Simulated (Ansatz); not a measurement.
C₃H₇ (SMILES C[CH-]C), charge -1, singlet, at a GFN2-xTB geometry (a gas-phase anion, which may not be bound at this level). Base run: PBE0/def2-SVP (Ansatz, a quantum-chemistry and plane-wave program).

Here is a job for Ansatz.
Ansatz 0.2 input:
```yaml
crystal:
  periodic: [false, false, false]
  atoms:
    - {symbol: C, position_ang: [-0.10780469, 0.00054251, 0.68004084]}
    - {symbol: C, position_ang: [-0.02190610, 1.23344102, -0.21846953]}
    - {symbol: C, position_ang: [-0.00646224, -1.23439269, -0.21405251]}
    - {symbol: H, position_ang: [0.84309050, 0.00760359, 1.30038358]}
    - {symbol: H, position_ang: [0.01296381, 2.15358899, 0.38110298]}
    - {symbol: H, position_ang: [0.03990771, -2.15188010, 0.38880905]}
    - {symbol: H, position_ang: [0.85762803, 1.28590022, -0.92185351]}
    - {symbol: H, position_ang: [-0.91331302, 1.30302432, -0.86049058]}
    - {symbol: H, position_ang: [-0.89691409, -1.31742471, -0.85580041]}
    - {symbol: H, position_ang: [0.87367531, -1.27835733, -0.91726391]}
basis:
  gaussian:
    orbitals: def2-SVP
hamiltonian:
  xc: pbe0
total_charge: -1
```

Variants of this job, named by their change:

| change | ΔE vs base (mEh) |
|---|---|
| base | 0.000 |
| final_grid = 10, 20, 41 | 0.000 |
| point_charge = charge:1.0 position_ang:1.4143, 3.5063, 3.4908 | -109.0 |
| forces = on | -0.003 |
| final_grid = 14, 28, 59 | 0.000 |
| lower_state_search = light | 0.000 |
| nuclear_model = gaussian | 0.009 |
| lower_state_search = off | 0.000 |
| fitting.mean_field = def2-universal-JKFIT | -0.059 |
| fitting.mean_field = cc-pVTZ-JKFIT | -0.064 |
| final_grid = 4, 8, 17 | [?] |

Q: Fill in the missing entries.

A: 
- final_grid = 4, 8, 17, ΔE vs base (mEh): 0.372

A gas-phase anion may not be bound at this level; its values then depend on the basis.
